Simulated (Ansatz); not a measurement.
Ansatz results at the PBE0-D4/def2-TZVP geometry: HOMO–LUMO gap (B3LYP/def2-TZVPP) 4.54 eV; LUMO energy (PBE/def2-TZVPP) -2.98 eV; HOMO–LUMO gap (PBE0/def2-TZVPP) 4.91 eV.

Each molecule was computed in one conformer, which needn't be the lowest.

Task: Which molecule gave them?
A. `O[CH2][ZnH]`
B. `B[CH]([GeH3])C=N`
C. `C[SiH2][SiH]([AlH2])Cl`
D. `N/[C]([AlH2])=C\C=O`

Result: C. The others give `N/[C]([AlH2])=C\C=O`: 3.96, -3.05, 4.36; `B[CH]([GeH3])C=N`: 5.88, -2.19, 6.33; `O[CH2][ZnH]`: 5.32, -1.44, 5.80.

B3LYP here is the variant with VWN-RPA as its local correlation; programs differ in this.
